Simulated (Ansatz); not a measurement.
Spectroscopic constants of TaH, multiplicity 5 (an upper state: multiplicity 3 came lower at CCSD(T)/def2-TZVPP on PBE0 minima). No spin–orbit coupling.

The constants come from a fifth-degree fit in 1/R (seven points, main isotopes). Runs in def2 and cc sets follow the lowest solution found near the PBE0 minimum.

Run with Ansatz (an electronic-structure program) with Gaussian orbitals. Values without a source in brackets are computed. In def2 rows elements past Kr take small-core potentials, without spin–orbit coupling.

| level | r_e (Å) | ω_e (cm⁻¹) | B_e (cm⁻¹) | α_e (cm⁻¹) | dipole (D) |
|---|---|---|---|---|---|
| PBE/def2-TZVPP | 1.775 | 1751 | 5.34 | 0.13 | 1.83 |
| PBE0/def2-TZVPP | 1.774 | 1776 | 5.35 | 0.12 | 1.99 |
| wB97X-V/def2-TZVPP | 1.790 | 1755 | 5.25 | 0.12 | 1.95 |
| CCSD/def2-TZVPP | 1.785 | 1757 | 5.28 | 0.12 | - |
| CCSD(T)/def2-TZVPP | 1.782 | 1755 | 5.29 | 0.12 | - |

Correlated levels freeze the inner cores; with def2 sets outer-core shells near the valence are correlated too.
